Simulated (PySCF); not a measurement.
ethylenediamine cation (C₂H₈N₂), SMILES NCCN (connectivity only; charge and spin as stated), charge +1, multiplicity 2.

Geometry: PBE0-D3(BJ)/def2-SVP. The multiplicity is an assumed one; no other spin state was optimised. Other conformers were not sampled.

The numbers are results of PySCF with TDA-CAM-B3LYP/def2-SVPD, not measurements.

Vertical excitations. 

Problem. Give excitation energies, oscillator strengths and character. (An estimate is asked for; the answer gives what the named calculation found.)

Solution. 
```tsv
state	energy (eV)	λ (nm)	f	main pairs
root 1	3.02	410	0.290	β HOMO→LUMO 94 %
root 2	4.77	260	0.000	β HOMO−1→LUMO 99 %
root 3	5.87	211	0.000	β HOMO−2→LUMO 95 %
root 4	6.07	204	0.003	β HOMO−3→LUMO 99 %
root 5	6.85	181	0.000	α HOMO→LUMO 93 %
root 6	7.22	172	0.008	α HOMO→LUMO+1 82 %, β HOMO→LUMO+1 7 %
root 7	7.58	164	0.004	α HOMO→LUMO+1 6 %, β HOMO→LUMO+1 89 %
root 8	7.58	164	0.000	β HOMO−4→LUMO 95 %
root 9	7.95	156	0.000	β HOMO→LUMO+2 90 %
root 10	8.05	154	0.018	α HOMO→LUMO+2 95 %
```
Unrestricted roots are not spin-pure.
